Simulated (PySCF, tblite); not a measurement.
Isomers of C7H11F. All values are computed: GFN2-xTB (tblite) harmonic vibrations without scaling, gas phase. The method is semi-empirical: single wavenumbers can be off by several per cent or more. One conformer each.

Electronic energies: PBE0/pcSseg-1 single points on the GFN2-xTB geometries (PySCF, gas phase).

```csv
SMILES,"electronic energy, lowest = 0 (kJ/mol)"
C=CCC1(CF)CC1,134.5
C=C1CCC[C@H]1CF,42.4
C=C1[C@@H](F)[C@@H]1C(C)C,176.1
C[C@@H]1C=C(F)CCC1,0.0
CCC#CCCCF,156.6
CC1CC(=CCF)C1,119.0
CC(C)(C)C#CCF,169.5
C[C@@H]1C[C@]12C[C@@]2(C)F,143.8
```

Q: How do GFN2-xTB zero-point energies change the relative energies?

A: 
```json
{"SMILES": "C[C@@H]1C=C(F)CCC1", "ZPE (kJ/mol)": "429.4", "of it from modes above 1550 cm⁻¹": "207.5", "electronic (kJ/mol)": "0.0", "with ZPE, lowest = 0 (kJ/mol)": "0.0", "lowest mode (cm⁻¹)": "95", "rings": "1"}
{"SMILES": "C=C1CCC[C@H]1CF", "ZPE (kJ/mol)": "427.5", "of it from modes above 1550 cm⁻¹": "207.7", "electronic (kJ/mol)": "42.4", "with ZPE, lowest = 0 (kJ/mol)": "40.5", "lowest mode (cm⁻¹)": "47", "rings": "1"}
{"SMILES": "CC1CC(=CCF)C1", "ZPE (kJ/mol)": "422.8", "of it from modes above 1550 cm⁻¹": "207.8", "electronic (kJ/mol)": "119.0", "with ZPE, lowest = 0 (kJ/mol)": "112.3", "lowest mode (cm⁻¹)": "34", "rings": "1"}
{"SMILES": "C=CCC1(CF)CC1", "ZPE (kJ/mol)": "420.8", "of it from modes above 1550 cm⁻¹": "210.4", "electronic (kJ/mol)": "134.5", "with ZPE, lowest = 0 (kJ/mol)": "125.8", "lowest mode (cm⁻¹)": "63", "rings": "1"}
{"SMILES": "C[C@@H]1C[C@]12C[C@@]2(C)F", "ZPE (kJ/mol)": "421.3", "of it from modes above 1550 cm⁻¹": "210.4", "electronic (kJ/mol)": "143.8", "with ZPE, lowest = 0 (kJ/mol)": "135.6", "lowest mode (cm⁻¹)": "111", "rings": "2"}
{"SMILES": "CCC#CCCCF", "ZPE (kJ/mol)": "419.8", "of it from modes above 1550 cm⁻¹": "210.7", "electronic (kJ/mol)": "156.6", "with ZPE, lowest = 0 (kJ/mol)": "147.0", "lowest mode (cm⁻¹)": "15i", "rings": "0"}
{"SMILES": "CC(C)(C)C#CCF", "ZPE (kJ/mol)": "417.2", "of it from modes above 1550 cm⁻¹": "212.6", "electronic (kJ/mol)": "169.5", "with ZPE, lowest = 0 (kJ/mol)": "157.2", "lowest mode (cm⁻¹)": "12", "rings": "0"}
{"SMILES": "C=C1[C@@H](F)[C@@H]1C(C)C", "ZPE (kJ/mol)": "419.2", "of it from modes above 1550 cm⁻¹": "210.9", "electronic (kJ/mol)": "176.1", "with ZPE, lowest = 0 (kJ/mol)": "165.8", "lowest mode (cm⁻¹)": "50", "rings": "1"}
```

The zero-point energies span 12.2 kJ/mol, from `CC(C)(C)C#CCF` to `C[C@@H]1C=C(F)CCC1`. Slightly imaginary modes are left out of the zero-point energy: `CCC#CCCCF` 14.5i cm⁻¹. The order is unchanged.

Q: And how do the electronic energies of GFN2-xTB itself compare?

A: `C[C@@H]1C=C(F)CCC1` 0.0; `C=C1CCC[C@H]1CF` 30.2; `CC1CC(=CCF)C1` 89.4; `C=CCC1(CF)CC1` 141.5; `C[C@@H]1C[C@]12C[C@@]2(C)F` 117.8; `CCC#CCCCF` 149.6; `CC(C)(C)C#CCF` 147.7; `C=C1[C@@H](F)[C@@H]1C(C)C` 157.4 kJ/mol, lowest = 0. Against the energies above, taken from the same isomer `C[C@@H]1C=C(F)CCC1`, the largest difference is 29.6 kJ/mol.

Q: What do entropy and thermal enthalpy add at 298.15 K and 1 bar (rigid rotor, harmonic oscillator, one conformer each)?

A: 
```
                    SMILES  point group  symmetry number  S (J/(mol K))  H − H(0) (kJ/mol)  ZPE + H − H(0) − TS (kJ/mol)
        C[C@@H]1C=C(F)CCC1           C1                1          360.1              23.11                         345.2
           C=C1CCC[C@H]1CF           C1                1          370.0              23.50                         340.7
             CC1CC(=CCF)C1           C1                1          391.5              25.56                         331.6
             C=CCC1(CF)CC1           C1                1          389.6              25.86                         330.5
C[C@@H]1C[C@]12C[C@@]2(C)F           C1                1          378.7              25.79                         334.1
 C=C1[C@@H](F)[C@@H]1C(C)C           C1                1          391.2              26.85                         329.4
```

Not tabulated: `CCC#CCCCF` (lowest mode only 14i cm⁻¹); `CC(C)(C)C#CCF` (lowest mode only 12 cm⁻¹).
